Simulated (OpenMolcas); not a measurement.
## Co7+: effect of the IPEA shift

| Property | Result |
| --- | --- |
| Program | OpenMolcas 26.06 |
| Basis | ANO-RCC-VTZP [6s5p3d2f1g] |
| Scalar Hamiltonian | DKH2, point nucleus |
| Active space | 2 electrons in 10 orbitals (3d 4d) |
| State averaging | 2S+1 = 3 even, 10 roots; 2S+1 = 1 even, 15 roots |
| Spin-orbit coupling | RASSI with atomic mean-field integrals over the reference wave functions, term energies averaged over their components |

Methods on the same reference wave functions:
A. CASSCF
B. SS-CASPT2, IPEA 0 Eh, imaginary shift 0.1 Eh (closed shells correlated: 3s 3p)
C. SS-CASPT2, IPEA 0.25 Eh, imaginary shift 0.1 Eh (closed shells correlated: 3s 3p)

Energies in cm-1 above 3d2 3F2, the measured ground level; measured values from Sugar and Corliss, J. Phys. Chem. Ref. Data 10, 1097 (1981).

```json
{"Level": "3d2 3F2", "A": "0.0", "B": "0.0", "C": "0.0", "Measured": "0.0"}
{"Level": "3d2 3F3", "A": "1371", "B": "1386", "C": "1385", "Measured": "1430"}
{"Level": "3d2 3F4", "A": "3075", "B": "3090", "C": "3090", "Measured": "3144"}
{"Level": "3d2 1D2", "A": "23083", "B": "19460", "C": "19530", "Measured": "19624"}
{"Level": "3d2 3P0", "A": "26432", "B": "22460", "C": "22670", "Measured": "22304"}
{"Level": "3d2 3P1", "A": "26936", "B": "22970", "C": "23180", "Measured": "22839"}
{"Level": "3d2 3P2", "A": "28122", "B": "24180", "C": "24380", "Measured": "24055"}
{"Level": "3d2 1G4", "A": "35248", "B": "32780", "C": "32790", "Measured": "32360"}
{"Level": "3d2 1S0", "A": "84317", "B": "76760", "C": "76790", "Measured": "74247"}
```

Deviations, from unrounded energies. A percentage is the sum of absolute deviations over the sum of measured energies, with the sign that they share, or ± where signs differ.

| Against measurement | Levels | A | B | C |
| --- | --- | --- | --- | --- |
| mean absolute deviation (cm-1) | 8 | 3600 | 450 | 530 |
| fine structure of the ground term (%) | 2 | -2.8 | -2.2 | -2.2 |
| other terms of the ground configuration (%) | 6 | +14.7 | ±1.8 | ±2.1 |

B lies closest to measurement on these levels and A furthest from it. The largest miss of B in the table is 3d2 1S0, by +2500 cm-1. The ranking rests on the paired levels alone, and a cruder setting can come out closer through cancelling errors.

Between B and C the level of the table that moves most is 3d2 3P1, by 210 cm-1 (lowest in B, highest in C). Moves below CASPT2's spread within the term are not significant.

The mean deviations of B to C differ by less than CASPT2's widest spread within a term (820 cm-1), so their order carries little weight.

From A to B the spin-free energies of the other terms of 3d2 shown, above 3F, scale by factors of 0.83 to 0.93, as is usual when dynamic correlation screens the repulsion within a d or f shell.

The lowest spin-free term lies below A's lowest term by 0.262 hartree in B, 0.260 hartree in C.

CASPT2 breaks the degeneracy within a term, and the mean is taken; among the terms shown or strongly mixed into the levels shown the widest spread is 820 cm-1 (3d2 1G, B). Active for correlation alone: 4d; no level in the range computed is led by a configuration that fills it, so any true level of that kind is missing. Without dynamic correlation excited terms often stand tens of per cent too high (terms of higher spin than the ground term too low), and those without a measured partner can miss by more than the paired ones (holds for A). Computed and measured levels are paired by configuration, term and J; levels that our copy of the source lacks, or whose pairing is in doubt (as where it misses far off the trend of its configuration), stay unpaired and out of the deviations. Only configurations of the active space appear.
